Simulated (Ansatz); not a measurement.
Basis sets compared for Pd4H3. The state is a doublet with charge 0. Geometry B3LYP-D4/def2-SVP. Ansatz on 4 threads of Intel Xeon Platinum 8259CL on a shared host; times are rough, and most runs start from earlier orbitals.

Cartesian coordinates in Å:
```
Pd -0.6111 0.1925 1.1973
Pd 0.8204 -1.4586 -0.6607
Pd -1.3733 -0.1513 -1.4798
Pd 0.9617 1.2505 -0.7024
H -0.2851 1.0410 -1.7883
H 0.1470 0.2648 2.5571
H 0.3403 -1.1389 0.8767
```

In the def2 sets Pd takes a core potential; there is no spin–orbit coupling. Another isomer (doublet) lies 0.27 eV lower at PBE0-D4/def2-TZVP; other spin states weren't run for this one.

Binding counts from free atoms (Pd singlet, H doublet) in the same basis, without a counterpoise term.

```json
{"level": "PBE-D4/def2-SVP", "functions": "139", "energy (Eh)": "-513.4538", "HOMO (eV)": "-4.62", "LUMO (eV)": "-4.22", "binding per atom (eV)": "2.21", "wall time": "6.5 s"}
{"level": "PBE0-D4/def2-SVP", "functions": "139", "energy (Eh)": "-513.2890", "HOMO (eV)": "-5.43", "LUMO (eV)": "-3.31", "binding per atom (eV)": "1.90", "wall time": "12 s"}
```

**Question.** Estimate the rows for PBE-D4/def2-TZVP (with forces), PBE0-D4/def2-TZVP.

**Answer.** 
| level | functions | energy (Eh) | HOMO (eV) | LUMO (eV) | binding per atom (eV) | wall time |
| --- | --- | --- | --- | --- | --- | --- |
| PBE-D4/def2-TZVP (with forces) | 178 | -513.5932 | -4.62 | -4.22 | 2.22 | 8.5 s |
| PBE0-D4/def2-TZVP | 178 | -513.4225 | -5.42 | -3.29 | 1.91 | 23 s |
